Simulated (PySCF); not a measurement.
Job file and geometry (Å, from GFN2-xTB) of an NMR shielding run on `[S+](C)(C)[AlH2-][CH]1CC1`, C$_{5}$H$_{13}$AlS, PySCF, GIAO PBE0/pcSseg-1 NMR shielding, non-relativistic, gas phase; density fitting, a coarse starting grid and PySCF grid level 2 are the driver's defaults:

```
{"job": {"kind": "nmr", "xc": "PBE0", "basis": "pcSseg-1"}, "charge": 0, "multiplicity": 1}
C     -1.703646     0.984058    -1.184307
S     -1.655631    -0.823716    -1.072699
C     -2.829029    -1.099585     0.276995
Al     0.230301    -0.736963     0.525995
C      1.668690    -0.062321    -0.664242
C      2.371057     1.119490    -0.010611
C      3.028188    -0.210635    -0.002883
H     -1.078475     1.261730    -2.026910
H     -1.307169     1.423533    -0.268917
H     -2.726614     1.302470    -1.359686
H     -3.752300    -0.572624     0.056341
H     -2.398722    -0.758126     1.219272
H     -3.012124    -2.168417     0.319839
H      0.071464    -2.214777     0.999825
H     -0.396666     0.326479     1.513689
H      1.744786    -0.042493    -1.754537
H      1.973834     1.486614     0.930727
H      2.785299     1.898465    -0.635563
H      3.899527    -0.360456    -0.625588
H      3.082082    -0.742046     0.940832
```

Task: Write the output of this run.

Result: 
```
coarse grid: 16744 points
cycle   1  E = -838.2842440436  dE =  5.345e-01  |g| = 4.188e-01  |ddm| = 3.842e+00
cycle   2  E = -838.2717089864  dE =  1.254e-02  |g| = 4.892e-01  |ddm| = 9.257e-01
cycle   3  E = -838.3344458566  dE = -6.274e-02  |g| = 5.106e-02  |ddm| = 5.374e-01
cycle   4  E = -838.3350649263  dE = -6.191e-04  |g| = 1.512e-02  |ddm| = 6.426e-02
cycle   5  E = -838.3351117416  dE = -4.682e-05  |g| = 6.907e-03  |ddm| = 1.943e-02
cycle   6  E = -838.3351234121  dE = -1.167e-05  |g| = 1.226e-03  |ddm| = 7.109e-03
cycle   7  E = -838.3351238228  dE = -4.107e-07  |g| = 2.070e-04  |ddm| = 1.859e-03
final grid: 149512 points
cycle   8  E = -838.3787967743  dE = -3.433e-05  |g| = 9.694e-03  |ddm| = 3.096e-02
cycle   9  E = -838.3787833629  dE =  1.341e-05  |g| = 1.215e-02  |ddm| = 1.823e-02
cycle  10  E = -838.3788203154  dE = -3.695e-05  |g| = 4.659e-04  |ddm| = 1.039e-02
cycle  11  E = -838.3788203710  dE = -5.555e-08  |g| = 1.330e-04  |ddm| = 6.954e-04
cycle  12  E = -838.3788203747  dE = -3.705e-09  |g| = 6.013e-05  |ddm| = 1.741e-04
cycle  13  E = -838.3788203756  dE = -9.238e-10  |g| = 1.159e-05  |ddm| = 7.462e-05
converged SCF energy = -838.3788203756

GIAO shielding tensors (ppm)
atom      isotropic    diamagn.    paramagn.     s11        s22        s33       span
  0 C      158.776     254.422     -95.646    144.255    145.972    186.101     41.846
  1 S      621.485    1060.188    -438.703    458.892    636.786    768.776    309.884
  2 C      161.869     252.630     -90.760    144.649    152.462    188.497     43.848
  3 Al     395.641     796.725    -401.085    349.830    397.657    439.435     89.605
  4 C      198.593     247.700     -49.107    168.960    186.198    240.620     71.661
  5 C      180.886     251.792     -70.906    151.923    172.707    218.027     66.104
  6 C      183.906     256.453     -72.546    157.816    176.409    217.493     59.677
  7 H       29.220      32.198      -2.978     24.662     26.905     36.093     11.431
  8 H       28.532      32.778      -4.245     23.512     28.465     33.620     10.108
  9 H       29.633      30.345      -0.712     24.069     27.143     37.688     13.618
 10 H       29.857      29.107       0.751     24.566     27.130     37.875     13.309
 11 H       28.664      30.844      -2.180     22.654     29.124     34.213     11.559
 12 H       29.437      29.453      -0.016     24.664     25.773     37.874     13.210
 13 H       27.440      30.943      -3.503     23.247     26.689     32.385      9.138
 14 H       27.953      31.857      -3.903     24.779     28.076     31.005      6.227
 15 H       32.700      32.254       0.446     25.333     29.586     43.181     17.848
 16 H       31.575      31.813      -0.238     25.584     28.755     40.385     14.802
 17 H       31.069      30.565       0.504     25.449     26.531     41.227     15.777
 18 H       31.022      30.465       0.558     24.901     26.603     41.563     16.663
 19 H       31.692      31.782      -0.089     25.047     29.051     40.980     15.933
```

Size and cost of the density-fitted run: 198 basis functions, 49 s wall time on 1 thread of an Arm Neoverse N1, shared host.
